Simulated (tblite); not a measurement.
Species: C₇H₁₀F (doublet state).
Numbering: `[F:1][C@@H:2]1[CH2:3][C:4]2[CH2:5][CH2:6][C@H:7]2[CH2:8]1` (hydrogens: H9 on C2; H10, H11 on C3; H12, H13 on C5; H14, H15 on C6; H16 on C7; H17, H18 on C8)

Geometry (GFN2-xTB, Å), atoms numbered from 1 in this order:
```xyz
18
C7H10F angstrom
F     -2.9249   -0.3254   -0.1594
C     -1.5513   -0.3860   -0.2450
C     -0.9111   -0.6787    1.1289
C      0.4226   -0.0298    1.0261
C      1.6590   -0.7016    0.4972
C      1.5657    0.2260   -0.7321
C      0.4204    1.0207   -0.0611
C     -0.9675    0.9602   -0.7003
H     -1.3319   -1.1904   -0.9568
H     -1.5249   -0.1928    1.8936
H     -0.8607   -1.7440    1.3509
H      2.5530   -0.5241    1.0951
H      1.5728   -1.7738    0.3143
H      1.2391   -0.2944   -1.6290
H      2.4618    0.8019   -0.9522
H      0.7043    2.0358    0.2138
H     -0.9331    1.0457   -1.7856
H     -1.6020    1.7569   -0.3100
```

Computed geometry: GFN2-xTB, gas phase. This method treats the open shell by occupation alone, without spin polarisation.

Masses are those of the commonest isotopes; rigid-rotor values at the optimised geometry. The values belong to one conformer with, in the numbering `[F:1][C@@H:2]1[CH2:3][C:4]2[CH2:5][CH2:6][C@H:7]2[CH2:8]1`, F1–C2–C3–C4 -151°, C2–C3–C4–C5 -89°, C3–C4–C5–C6 110°, C4–C5–C6–C7 7°.

(1) Give the principal moments of inertia and the rotational constants in GHz.

(2) Classify the top.

(3) Is it planar, by Δ = Ic − Ia − Ib?

(4) Give the other two planar moments, Paa and Pbb, and the rms extents of the mass along the axes.

## Answers

(1) Ia = 113.77, Ib = 316.68, Ic = 372.77 u·Å²; 505379 MHz·u·Å²/I gives 4442, 1596 and 1356 MHz, that is A = 4.4420, B = 1.5959, C = 1.3557 GHz.

(2) An asymmetric top. Ray's parameter κ = (2B − A − C)/(A − C) = -0.844; −1 is the prolate and +1 the oblate limit.

(3) Not planar: Δ = Ic − Ia − Ib = -57.68 u·Å². For a rigid frame Δ = −2 Σ m c², so Σ m c² = 28.84 u·Å² lies off the ab plane: 11.44 from hydrogen and 17.40 from heavier atoms. The atom farthest from that plane is 1.50 Å away.

(4) Paa = Σ m a² = (Ib + Ic − Ia)/2 = 287.84 and Pbb = Σ m b² = (Ia + Ic − Ib)/2 = 84.93 u·Å². With the mass M = 113.08 u, the rms extents √(P/M) along a, b and c are 1.60, 0.87, 0.51 Å.

For this open shell read J as N, the rotation without spin; fine and hyperfine splittings come on top. Its GFN2-xTB frequencies are all real (lowest 89 cm⁻¹). Zero-point vibration and centrifugal distortion are left out.

The run took 0.39 s wall on one thread of an Arm Neoverse V1, on a shared host. These figures are those of the optimisation.
